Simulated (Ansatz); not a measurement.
A nudged elastic band was laid between two geometries of F2GeH2 (5 atoms, charge 0, multiplicity 1).

These are results of Ansatz 0.2.0, RHF/def2-SVP, not measurements.

- movable images: 9
- climbing image: yes
- spring: 5.0 eV/Å²
- optimiser: quadratic models (default)
- start path: through a guess of the saddle point
- force threshold: 0.2 eV/Å
- iteration limit: 60
- end points: relaxed

Initial state:

```xyz
5
Properties=species:S:1:pos:R:3
Ge 0.317 0.000 0.225
H 0.201 0.000 1.736
H 1.704 0.000 -0.388
F -0.535 1.357 -0.378
F -0.535 -1.357 -0.378
```

Final state:

```xyz
5
Properties=species:S:1:pos:R:3
Ge -1.473 0.052 -1.204
H 1.898 0.466 1.206
H 2.602 0.396 1.445
F -0.467 0.680 0.057
F -1.407 -1.595 -0.689
```

(1) Which bonds break or form, and what moves?

(2) Give the energies along the band, and the barrier.

(3) What is the geometry of the highest image?

The band took 23 iterations and of the order of 3 core-minutes.

Answers

(1) Bonds broken: Ge1–H2, Ge1–H3. Bonds formed: H2–H3. F2GeH2 becomes F2Ge + H2.

(2) It converged. The highest image is number 3 of 0 to 10, 408.3 kJ/mol above the first end and 325.9 kJ/mol above the last; the last end lies 82.5 kJ/mol above the first. The threshold of 0.2 eV/Å is loose, so the images may lie well off the minimum-energy path. Neighbouring images differ by up to 2.6 eV, so the band resolves the path poorly. Another band between the same ends (9 images) ends at a top of the same energy, where a vibrational analysis finds 1 clearly imaginary mode. The orbitals stay closed-shell, which can raise the energy where a bond breaks towards radicals; this wasn't checked here.

```tsv
image	path coordinate (Å)	energy (kJ/mol)	Ge1–H2 (Å)	Ge1–H3 (Å)	H2–H3 (Å)
0	0.00	0.0	1.52	1.52	2.60
1	0.44	44.2	1.49	1.51	2.18
2	0.87	212.6	1.54	1.49	1.70
3	1.31	408.3	1.78	1.53	1.28
4	1.84	156.2	2.12	1.90	0.80
5	2.38	91.3	2.67	2.61	0.75
6	2.91	84.7	3.11	3.22	0.75
7	3.45	84.0	3.38	3.60	0.75
8	3.98	83.2	3.55	3.93	0.75
9	4.52	82.8	3.86	4.46	0.75
10	5.05	82.5	4.16	4.87	0.75
```

(3) 
```xyz
5
Properties=species:S:1:pos:R:3:forces:R:3
Ge 0.307 -0.016 -0.341 0.12 0.12 -0.03
H 0.720 0.024 1.386 -0.01 -0.04 0.05
H 1.603 -0.018 0.465 -0.07 0.00 -0.05
F -0.714 1.356 -0.363 0.01 -0.05 -0.01
F -0.763 -1.345 -0.331 -0.04 -0.04 0.04
```

Run time: 3.1 min on 1 thread of Arm Neoverse V2, on a shared host, peak memory 0.13 GiB.
